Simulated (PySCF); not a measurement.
```xyz
3
charge 1 multiplicity 2, angstrom
Ru    0.0000    0.0000    0.0000
O     0.0000    0.0000    1.6595
O     0.0000    0.0000   -1.6595
```

Computed with UPBE0 in PySCF with Ru def2-TZVP with ECP28, O def2-TZVP; scalar-relativistic core potentials, no spin–orbit coupling; density-fitted integrals.

This geometry of [RuO2]+ is a stationary point at this level.

Problem. What is the point group?

Solution. D∞h.

Problem. Is it a minimum?

Solution. No: it has 2 imaginary modes (one degenerate set), at 304i cm⁻¹ (πu).

Problem. List the harmonic modes with their infrared intensities.

Solution. 
| symmetry | ω (cm⁻¹) | IR (km/mol, summed over degenerate members) |
| --- | --- | --- |
| πu | 304i | – |
| σu+ | 966 | 240 |
| σg+ | 1052 | 0.0 |

Problem. Give the atomic charges and bond orders.

Solution. 
```csv
atom,Mulliken,Löwdin,polar tensor,spin (Mulliken),Mayer order to Ru1
Ru1,1.63,1.20,2.28,1.22,–
"O2,3",-0.31,-0.10,-0.64,-0.11,1.77
```
Other Mayer orders above 0.3: O–O 0.67.

In D∞h the vibrations span πu + σu+ + σg+. The σg+ mode carries no infrared intensity, as symmetry demands. With a centre of inversion only u modes can be infrared active and only g modes Raman active.

Other isomers or separated fragments may lie lower. With open d or f shells other occupations or spin states may lie lower. At this level a doublet minimum of C2v symmetry lies 70 kJ/mol below this structure.
